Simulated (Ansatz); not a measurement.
CH$_{6}$O$_{2}$SiSn (`O=C[SiH](O)[SnH3]`), relaxed with RKS PBE0-D4/def2-TZVP in Ansatz 0.2.0 from a PBE-D4/def2-SVP geometry. The force threshold is 0.005 eV/Å; the program also tests the step.

Total charge 0; spin multiplicity 1. Sn: def2 effective core potential.

Start:

```xyz
11

O    -0.112    0.764   -2.798
C     0.631    0.361   -1.925
Si    0.046   -0.744   -0.449
O    -1.488   -1.311   -0.840
Sn    0.034    0.725    1.698
H     1.737    0.649   -1.919
H     1.063   -1.852   -0.273
H    -1.961   -1.779   -0.130
H    -0.970    2.113    1.478
H     1.624    1.255    2.127
H    -0.603   -0.180    3.031
```

Task: By how much does the energy fall, and how many steps does the optimiser take? (An estimate is asked.)

Result: Ansatz gave: 1.52 kcal/mol, in 24 steps, 1 of them rejected.

Task: Which bonds change most? (Estimate.)

Result: The calculation gave: Si3–O4 from 1.681 to 1.642 Å; C2–H6 from 1.143 to 1.120 Å; Sn5–H11 from 1.733 to 1.710 Å; Sn5–H10 from 1.730 to 1.707 Å.

Task: Give the relaxed structure. (Best estimate.)

Result: Computed: 
```xyz
11

O    -0.114    0.702   -2.813
C     0.602    0.362   -1.909
Si    0.037   -0.730   -0.439
O    -1.436   -1.348   -0.819
Sn    0.030    0.726    1.691
H     1.668    0.707   -1.884
H     1.079   -1.789   -0.281
H    -1.947   -1.784   -0.137
H    -0.880    2.151    1.470
H     1.622    1.157    2.135
H    -0.662   -0.153    2.985
```
